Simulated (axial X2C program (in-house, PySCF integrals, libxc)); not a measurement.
**Testing model relations on CsB⁺**

A bond curve at the PBE0 level, 2c, was computed with an in-house all-electron X2C program for linear molecules (integrals from PySCF) (basis Cs dyall-cv3z [15s15p9d4f1g], B dyall-v3z [7s6p2d1f] (cores contracted in-house)) for the state Ω = 1/2 (⟨Sz⟩ = 0.50, ⟨Lz⟩ = 0.00 at PBE0). Its fit gives Re = 3.7302 Å, ωe = 113.7 cm⁻¹, ωexe = 1.71 cm⁻¹ and αe = 2.164e-03 cm⁻¹; the masses are 132.9054 and 11.0093 u. Two-component means X2C with spin–orbit coupling and atomic mean-field Coulomb and Gaunt terms.

(1) Find the reduced mass, Be and the force constant.

(2) A Morse curve ties αe to the other constants (Pekeris). How well does that hold?

(3) Estimate De from a Morse curve and compare with the computed well depth of 0.267 eV to Cs+ + B.

(4) Where do the fundamental and the first overtone lie?

(5) Estimate the centrifugal constant by the Kratzer relation.

The state is a single determinant with fixed occupations, the lowest that a limited PBE0 search found. Dissociation energies refer to the lowest single-determinant-based atoms at the same level and basis. Density functionals use the spin component along the axis (collinear). In 2c an atomic determinant is not the ground J level, so De misses part of the atomic spin–orbit lowering. This holds for PBE0. Other states lie close and PBE0, whose exact exchange favours high spin, may order them wrongly; the determinant shown need not be the ground state. The nearest other 2c determinant of the search, Ω = 3/2, lies 0.34 eV up at the distance of the search. The functionals have no current-density term, which raises determinants with orbital currents, atoms included. The bond is weak, and without diffuse functions and with truncated virtuals even CCSD(T) can be tens of per cent off in De.

## Answers

(1) From the PBE0 values: μ = 10.1671 u. Be = 16.8576/(μ Re²) = 0.1192 cm⁻¹. k = 5.8918×10⁻⁷ μ ωe² = 0.0774 mdyn/Å.

(2) αe(Morse) = 6Be²/ωe × (√(ωexe/Be) − 1) = 2.089e-03 cm⁻¹; the PBE0 curve gives 2.164e-03 cm⁻¹, a ratio of 0.97.

(3) De(Morse) = ωe²/(4ωexe) = 0.234 eV against 0.267 eV computed, a ratio of 0.88. For De the Morse form works well here.

(4) ν(1←0) = ωe − 2ωexe = 110.3 cm⁻¹; ν(2←0) = 2ωe − 6ωexe = 217.1 cm⁻¹.

(5) D = 4Be³/ωe² = 5.24e-07 cm⁻¹.
